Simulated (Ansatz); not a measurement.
Molecule: ReF (charge 0, triplet). The spin state was set by rule; other spins were not relaxed. 
Coordinates optimised at B3LYP-D3(BJ)/def2-TZVP (Ansatz, a program for electronic structure):
```xyz
2

Re     0.0000     0.0000    -0.1974
F      0.0000     0.0000     1.6447
```
Charge 0, spin multiplicity 3.

Total electronic energies in hartree. Valence correlation only, unless marked. UHF or UKS for open shells. Spin-orbit coupling is left out. The frozen core is the preceding noble-gas configuration, with the filled d and f shells of earlier blocks. In def2 rows, elements after Kr have scalar-relativistic effective core potentials. Basis-set limits of correlation are two-point, X^-3; Hartree-Fock from the larger set. The program attaches cautions to a run behind HF/def2-QZVPPD: other amplitudes. The program attaches cautions to a run behind CCSD/def2-TZVPP: other amplitudes. The program attaches cautions to a run behind CCSD/def2-TZVPPD: other amplitudes. The program attaches cautions to a run behind CCSD(T)/def2-TZVPPD: other amplitudes. The program attaches cautions to a run behind CCSD(T)/CBS(def2-TZVPPD,def2-QZVPPD): other amplitudes.

The UHF reference is spin-contaminated (<S^2> 1.32 over the pure value in the largest basis). The T1 diagnostic of CCSD in the largest basis is 0.046, which is high, so the coupled-cluster rows are less sure than usual.

```csv
level,program,energy (Eh)
HF/def2-QZVPPD,Ansatz,-176.96494
BLYP/def2-TZVPD,Ansatz,-178.05351
revPBE-D3(BJ)/def2-TZVPD,Ansatz + dftd3,-178.10877
r2SCAN-D3(BJ)/def2-TZVPD,Ansatz + dftd3,-178.06610
PBE0-D3(BJ)/def2-TZVPD,Ansatz + dftd3,-177.95320
PBE0-D4/def2-TZVP,Ansatz + dftd4,-177.95217
PBE0/def2-QZVPP,Ansatz,-177.96283
BHLYP-D4/def2-TZVPD,Ansatz + dftd4,-177.89625
r2SCAN0/def2-TZVPD,Ansatz,-177.99290
B2GP-PLYP/def2-TZVPD,Ansatz,-177.72465
RI-MP2/def2-TZVPP,Ansatz,-177.35848
CCSD/def2-TZVPP,Ansatz,-177.38573
CCSD/def2-TZVPPD,Ansatz,-177.38974
CCSD(T)/def2-TZVPPD,Ansatz,-177.41930
"CCSD(T)/CBS(def2-TZVPPD,def2-QZVPPD)",Ansatz,-177.4747
```

Totals of different functionals don't rank their quality; only differences between species are comparable.
